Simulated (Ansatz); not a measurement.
Two isomers of CH4ClFOSi: A = `O[SiH](Cl)CF`, B = `C[Si](O)(F)Cl`.

Calculated with Ansatz (gas phase, PBE0-D4/def2-TZVP geometries, no zero-point term in ΔE). CCSD(T)/CBS adds triple-zeta CCSD(T) − MP2 to the extrapolated MP2 energy (def2 sets, frozen cores). DFT in def2-TZVPP. One conformer a species, not always the lowest.

Task: Which isomer does CCSD(T)/CBS put lower? Give the gap. (An estimate is asked.)

Result: Ansatz gave: B, by 284.2 kJ/mol.

Task: Give E(B) − E(A) in kJ/mol with HF/def2-TZVPP, ωB97M-V, B2PLYP, PBE-D4, r2SCAN-D4, CCSD(T)/def2-TZVPP, PBE0-D4. (Best estimate.)

Result: Computed: HF/def2-TZVPP -280.3, ωB97M-V -279.0, B2PLYP -279.9, PBE-D4 -265.3, r2SCAN-D4 -282.3, CCSD(T)/def2-TZVPP -281.3, PBE0-D4 -273.9. None reverses the order clearly.

Largest T1 diagnostic: 0.011.

From PBE to PBE0 (25 % exact exchange), in def2-TZVPP and without D4, E(B) − E(A) moves by −8.8 kJ/mol.
